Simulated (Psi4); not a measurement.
Psi4 input (wB97X-D/6-31G*):

```
memory 1500 MB

molecule {
-1 1
P    -0.09000600   -0.00215100    0.07867500
H    -0.13338900    0.02755500   -1.33512400
H     1.30565800    0.00045900    0.31042700
H     0.07975200    1.70229300   -0.04171300
H     0.09806700   -1.69804400   -0.11372100
symmetry c1
no_reorient
no_com
}

set {
  basis 6-31G*
  reference rks
  scf_type pk
  dft_radial_points 99
  dft_spherical_points 590
  e_convergence 1e-8
  d_convergence 1e-7
  maxiter 150
}

e = energy('wb97x-d')
print_out(f'\nFINAL {e:.10f} DIPOLE {variable("CURRENT DIPOLE")[0]:.6f} {variable("CURRENT DIPOLE")[1]:.6f} {variable("CURRENT DIPOLE")[2]:.6f}\n')
```

From the output:

```
   @RKS iter   6:  -343.63333056779766   -6.04367e-07   4.85651e-06 DIIS
   @RKS iter   7:  -343.63333063523174   -6.74341e-08   8.41944e-07 DIIS
   @RKS iter   8:  -343.63333063718318   -1.95143e-09   9.83197e-08 DIIS
  Energy and wave function converged.

  ==> Post-Iterations <==

   Electrons on quadrature grid:
      Ntotal   =   20.0000005993 ; deviation = 5.993e-07

    Orbital Energies [Eh]
    ---------------------

    Doubly Occupied:

       1A    -77.015364     2A     -6.440243     3A     -4.588097
       4A     -4.587902     5A     -4.584564     6A     -0.491278
       7A     -0.247202     8A     -0.192615     9A     -0.141271
      10A      0.000129

    Virtual:

      11A      0.337668    12A      0.384928    13A      0.419287
      14A      0.573853    15A      0.592619    16A      0.650680
      17A      0.718936    18A      0.997007    19A      1.003775
      20A      1.006722    21A      1.035610    22A      1.036459
      23A      1.197738    24A      1.256551    25A      1.416190
      26A      1.499069    27A      3.748227

    Final Occupation by Irrep:
              A
    DOCC [    10 ]
    NA   [    10 ]
    NB   [    10 ]

  @RKS Final Energy:  -343.63333063718318

   => Energetics <=

    Nuclear Repulsion Energy =             21.8594048655698998
    One-Electron Energy =                -522.2097314133447981
    Two-Electron Energy =                 174.5549181454463508
    DFT Exchange-Correlation Energy =     -17.8371105843590030
    Empirical Dispersion Energy =          -0.0008116504956405
    VV10 Nonlocal Energy =                  0.0000000000000000
    Total Energy =                       -343.6333306371831782

Computation Completed

Properties will be evaluated at   0.000000,   0.000000,   0.000000 [a0]

Properties computed using the SCF density matrix

 Multipole Moments:

 ------------------------------------------------------------------------------------
     Multipole            Electronic (a.u.)      Nuclear  (a.u.)        Total (a.u.)
 ------------------------------------------------------------------------------------

 L = 1.  Multiply by 2.5417464519 to convert [e a0] to [Debye]
 Dipole X            :          0.1442109           -0.0000038            0.1442071
 Dipole Y            :          0.0034503           -0.0000038            0.0034465
 Dipole Z            :         -0.1260424           -0.0000113           -0.1260538
 Magnitude           :                                                    0.1915649

 ------------------------------------------------------------------------------------

FINAL -343.6333306372 DIPOLE 0.144207 0.003446 -0.126054

*** Psi4 exiting successfully. Buy a developer a beer!
```

The dipole moment of an ion depends on the origin.

The geometry given is a B3LYP-D3(BJ)/def2-TZVP minimum.
